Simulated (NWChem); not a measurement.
System: C3H3ClF2; SMILES [C@H]1(CC1(F)F)Cl

The following NWChem deck was run.

```
start job
memory heap 200 mb stack 900 mb global 1100 mb
geometry units angstroms noautosym nocenter noautoz
  F     -0.225164     1.997784     0.717581
  C      0.049401     0.907408    -0.034476
  F      1.350209     0.887087    -0.378032
  C     -0.970848     0.403493    -0.999426
  C     -0.653211    -0.373716     0.289083
  Cl     0.206758    -1.908792     0.207898
  H     -1.948370     0.906743    -1.060675
  H     -0.584225    -0.024127    -1.937438
  H     -1.401869    -0.341633     1.096770
end
basis spherical
  * library def2-svp
end
dft
  xc pbe0
  iterations 150
end
cosmo
  do_cosmo_smd true
  solvent ethanol
end
task dft energy
```

Structure relaxed at the PBE-D3(BJ)/def2-SVP level. Solvent: ethanol.

Level: PBE0/def2-SVP with SMD (1 M gas to 1 M solution), gas-phase geometry.

Q: What results follow from this input? (PBE0/def2-SVP, SMD on the gas-phase geometry.) Quantities: solvation free energy (kcal/mol); cavity-dispersion-structure term (kcal/mol); dipole in solution (D).

A: 
```
Property                                     Result
-------------------------------------------  ------
solvation free energy (kcal/mol)               -5.0
cavity-dispersion-structure term (kcal/mol)    -0.8
dipole in solution (D)                         2.68
```
